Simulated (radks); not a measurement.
Values are calculated unless marked as measured or tabulated.
Removal energies from the praseodymium ion Pr13+, [Kr] 4d10, by Delta-SCF beside the eigenvalue of the level emptied. Level of theory: scalar-relativistic Kohn-Sham, r2SCAN, spin-polarised, spherical densities, finite nucleus; meta-GGA in the generalised Kohn-Sham scheme; Fermi nuclear charge, rms radius of each element as measured or else 0.836 A^(1/3) + 0.57 fm (a radial shooting solver on a logarithmic mesh with Libxc functionals). Open shells are filled with parallel spins first.

removed from,final configuration,Delta-SCF (eV),-eigenvalue (eV)
4d,[Kr] 4d9,352.57,337.59
4p,[Ar] 3d10 4s2 4p5 4d10,463.49,447.80
4s,[Ar] 3d10 4s1 4p6 4d10,540.27,524.07
3d,[Ar] 3d9 4s2 4p6 4d10,1191.3,1157.8
